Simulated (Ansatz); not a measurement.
`C[CH](C)[Ge][Cl]` + H₂ → `C[CH2][Ge][Cl]` + CH₄  (hydrogenolysis of a C–C bond)

Computed with Ansatz on PBE0-D4/def2-TZVP structures; ΔE is electronic, products minus reactants. CBS: MP2 limit from def2 TZ/QZ plus the TZ coupled-cluster correction, frozen cores. This one scheme is used for every species. DFT in def2-TZVPP. HSE06 is defined as in plane-wave codes. For Ge outer-core shells are correlated without core-valence functions, which leaves a few kJ/mol of doubt a bond. Scalar relativity is left out up to krypton. Each species was taken in one conformer, which may not be the lowest.

```tsv
level	ΔE (kJ/mol)	difference from CCSD(T)/CBS
PBE-D4	-67.7	-1.3
revPBE-D4	-60.3	6.1
B97M-V	-78.0	-11.6
HSE06-D4	-70.8	-4.4
CAM-B3LYP-D4	-74.7	-8.3
ωB97X-V	-70.4	-4.0
ωB97M-V	-70.5	-4.1
B2PLYP	-76.8	-10.4
BLYP	-85.2	-18.8
r2SCANh	-74.3	-7.9
HF/def2-SVP	-93.7	-27.3
CCSD/def2-SVP	-71.5	-5.1
CCSD(T)/def2-SVP	-67.3	-0.9
HF/def2-TZVPP	-93.2	-26.8
HF/def2-QZVPP	-93.6	-27.2
SCS-MP2/def2-QZVPP	-67.0	-0.6
CCSD(T)/CBS	-66.4	0
```

Largest T1 diagnostic among the species: 0.012.

In def2-TZVPP, CCSD(T) changes the Hartree–Fock value by +26.2 kJ/mol (the triples alone add +4.9 kJ/mol) and MP2 by +31.4 kJ/mol. The D4 term adds +13.0 kJ/mol with B3LYP and +7.1 kJ/mol with PBE0; it sums over pairs of atoms, weighted by their polarisabilities, and B3LYP, whose exchange is more repulsive, gets the larger term.

CCSD(T)/CBS has its own doubt, a few kJ/mol and more with outer-core shells, so smaller differences from it don't rank the levels.

B3LYP here is the variant with VWN-RPA as its local correlation; programs differ in this.
